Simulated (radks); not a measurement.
The numbers below are computed, except where a source is named.
Ionisation of neutral erbium, [Xe] 4f12 6s2, to Er+, [Xe] 4f12 6s1, under several functionals. Dirac Kohn-Sham, spin-unpolarised, spherical densities, point nucleus; open shells are shared between the two j in proportion to 2j + 1; a radial shooting solver on a logarithmic mesh with Libxc functionals.

[
 {"functional": "XLYP", "E(Er) (hartree)": "-13101.4244", "Exc (hartree)": "-280.9905", "IE (eV)": "6.370", "-e(HOMO) (eV)": "2.460", "<r> HOMO (bohr)": "0.8464", "IE error (eV)": "+0.262"},
 {"functional": "LDA (Slater exchange, VWN5 correlation)", "E(Er) (hartree)": "-13091.4660", "Exc (hartree)": "-270.9506", "IE (eV)": "6.601", "-e(HOMO) (eV)": "2.887", "<r> HOMO (bohr)": "0.8442", "IE error (eV)": "+0.493"},
 {"functional": "LDA (Slater exchange, Perdew-Wang correlation)", "E(Er) (hartree)": "-13091.4375", "Exc (hartree)": "-270.9216", "IE (eV)": "6.602", "-e(HOMO) (eV)": "2.882", "<r> HOMO (bohr)": "0.8442", "IE error (eV)": "+0.495"},
 {"functional": "HCTH/407", "E(Er) (hartree)": "-13107.5432", "Exc (hartree)": "-287.4650", "IE (eV)": "6.324", "-e(HOMO) (eV)": "3.424", "<r> HOMO (bohr)": "0.8307", "IE error (eV)": "+0.216"},
 {"functional": "PBEsol", "E(Er) (hartree)": "-13095.5180", "Exc (hartree)": "-275.0346", "IE (eV)": "6.401", "-e(HOMO) (eV)": "2.707", "<r> HOMO (bohr)": "0.8445", "IE error (eV)": "+0.293"},
 {"functional": "RPBE", "E(Er) (hartree)": "-13100.1586", "Exc (hartree)": "-279.7238", "IE (eV)": "6.280", "-e(HOMO) (eV)": "2.640", "<r> HOMO (bohr)": "0.8441", "IE error (eV)": "+0.172"}
]

NIST Atomic Spectra Database: 6.108 eV (measured). Closest: RPBE. The Delta-SCF values span 0.32 eV, the total energies 16.11 hartree. The highest occupied level is 4f7/2. Spin polarisation and multiplet splitting are left out, so open shells lie too high by an amount that depends on their filling. Sharing an open shell by 2j + 1 raises it above the true ground level by a part of the spin-orbit splitting, which enters the differences from NIST.

Beside tabulated values, note that spin-unpolarised runs miss the spin-polarisation part of the exchange energy of open shells.
